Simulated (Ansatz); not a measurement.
Reactions of CH₇GeN (`C[NH][GeH3]`).

Calculated with Ansatz (gas phase, PBE0-D4/def2-TZVP geometries, no zero-point term in ΔE). CBS: MP2 limit from def2 TZ/QZ plus the TZ coupled-cluster correction, frozen cores. This one scheme is used for every species, atoms too. Functionals use def2-TZVPP. No spin–orbit coupling; open shells (•) take unrestricted orbitals. For Ge outer-core shells are correlated without core-valence functions, so the limit isn't a true one: a few kJ/mol of doubt a bond, and 10 to 20 or more in all where bonds break to atoms. Scalar relativity is left out up to krypton. One conformer a species, not always the lowest.

```tsv
reaction	CCSD/CBS(def2) (kJ/mol)	ωB97M-V (kJ/mol)	LDA (SPW92) (kJ/mol)	CCSD(T)/CBS(def2) (kJ/mol)
`C[NH][GeH3]` + H₂S → `[SH][GeH3]` + CH₃NH₂	-44	-46	-45	-43
`C[NH][GeH3]` → `[CH2]` (triplet) + `[NH2][GeH3]`	384	397	470	395
`C[NH][GeH3]` → `[CH3]`• + `[NH][GeH3]`•	378	388	469	390
`C[NH][GeH3]` → `[GeH3]`• + `C[NH]`•	345	340	394	355
`C[NH][GeH3]` → CH₃NH₂ + `[GeH2]`	163	158	198	168
`C[NH][GeH3]` → `N[CH2][GeH3]`	20	20	15	20
`C[NH][GeH3]` + `[OH][AlH2]` → `C[O][AlH2]` + `[NH2][GeH3]`	20	17	20	21
`C[NH][GeH3]` → H• + `C[N][GeH3]`•	455	450	487	459
```

Largest T1 diagnostic: 0.014, for `C[N][GeH3]`•.
